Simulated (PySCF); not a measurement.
GeH5N.
Geometry (PBE0-D3(BJ)/def2-SVP, Å), atoms numbered from 1 in this order:
```
atom  x, y, z in Å
N1     1.133   -0.068   -0.250
Ge2   -0.685    0.091   -0.031
H3     1.676    0.561    0.338
H4     1.485   -1.012   -0.108
H5    -1.209   -0.258    1.385
H6    -1.048    1.554   -0.342
H7    -1.344   -0.859   -1.046
```

Computed with PySCF, TDDFT CAM-B3LYP/def2-SVPD, vertical, gas phase, core orbitals frozen in the response. The CAM-B3LYP/def2-SVPD calculation is non-relativistic and has no spin–orbit coupling, an omission that weighs most on germanium.

Ground-to-excited transition dipoles (e·a0, same axes as the geometry; the sign carries no meaning), for the states with f of 0.002 or more among the lowest 8:

```tsv
state	E (eV)	μx	μy	μz
S1	6.185	-0.206	-0.059	0.296
S2	7.220	-0.309	-0.088	0.444
S4	8.127	-0.273	0.044	-0.040
S5	8.223	-0.122	-0.115	0.461
S6	8.508	-0.059	-0.475	-0.134
S7	8.531	0.019	0.114	0.030
S8	8.811	0.302	0.061	-0.342
```

(1) Work out the oscillator strengths.

(2) What is the point group, and which symmetry does each of these states have?

(3) What angle do the transition dipoles of S5 and S6 make?

(4) How is the summed strength of these states shared among x, y and z?

Answers

(1) f = (2/3) ΔE |μ|² with ΔE in hartree (27.2114 eV).

| state | \|μ\|² (au) | \|μ\| (D) | f |
| --- | --- | --- | --- |
| S1 | 0.134 | 0.93 | 0.020 |
| S2 | 0.300 | 1.39 | 0.053 |
| S4 | 0.078 | 0.71 | 0.016 |
| S5 | 0.241 | 1.25 | 0.048 |
| S6 | 0.248 | 1.26 | 0.052 |
| S7 | 0.014 | 0.30 | 0.003 |
| S8 | 0.212 | 1.17 | 0.046 |

(2) Cs. The ground state is totally symmetric, so the direction of μ fixes the label. Polarised normal to the mirror plane, so A″: S6 and S7. Polarised in the mirror plane, so A′: S1, S2, S4, S5 and S8.

(3) |cos θ| = |μa·μb| / (|μa| |μb|) = 0.00, so θ ≈ 90° (taken between 0 and 90°, since the signs are arbitrary).

(4) (2/3) Σ ΔE μα² gives 0.062 for x, 0.056 for y and 0.121 for z, 0.238 in all.

All these states lie below the vertical ionisation energy of 9.86 eV (ΔSCF).

Without π bonds the low states may be Rydberg-like; a valence basis with one diffuse set may place them up to an eV too high.
